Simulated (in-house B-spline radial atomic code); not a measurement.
The numbers below are computed, except where a source is named.
# Correlation energy from the adiabatic connection: −V exp(−r²/w²), V = 1.7, w = 8.55

Two electrons in a singlet, external potential −V exp(−r²/w²), V = 1.7, w = 8.55 (atomic units). Full CI in B-splines (partial waves to l = 8, correlation up to 0.6 % small) with the density held fixed gives W(λ) = <V_ee>_λ − U, and E_c is the integral of W(λ) − W(0) from 0 to 1.

| λ | W(λ) − W(0) (hartree) |
| --- | --- |
| 0 | 0.00000 |
| 0.02 | -0.00199 |
| 0.05 | -0.00487 |
| 0.12 | -0.01110 |
| 0.25 | -0.02108 |
| 0.4 | -0.03054 |
| 0.6 | -0.04057 |
| 0.8 | -0.04846 |
| 1 | -0.05482 |

Integrate the table by the trapezoid rule.

The strips give -0.00002, -0.00010, -0.00056, -0.00209, -0.00387, -0.00711, -0.00890, -0.01033, which sum to -0.03299 hartree. The direct value, W(1) − W(0) + T_c with T_c = 0.02169, is -0.03313; the curve is convex, so chords lie above it and the trapezoids fall short in size by 0.43 %.

Now use only three numbers: W(0) = -0.30784, the initial slope W'(0) = -0.1012 (extrapolated from the first points) and the strong-coupling limit of the point-charge-plus-continuum model, W∞ = -0.42057. What do second-order theory and the interpolation W(λ) = W∞ + (W(0) − W∞)/√(1 + 2χλ) of Seidl, Perdew and Levy give?

Second order keeps the slope alone: E_c = W'(0)/2 = -0.05060, +53 % in size against -0.03313. Matching the slope fixes χ = W'(0)/(W∞ − W(0)) = -0.1012/(-0.11273) = 0.89772. Integrating, with s = √(1 + 2χ) = 1.671957, E_c = −(W(0) − W∞)(s − 1)/(s + 1) = −0.11273 × 0.671957/2.671957 = -0.02835 hartree, -14.4 % in size against the full result. At λ = 1 the formula gives W − W(0) = -0.04531 against -0.05482. Part of the miss can come from the model's W∞.
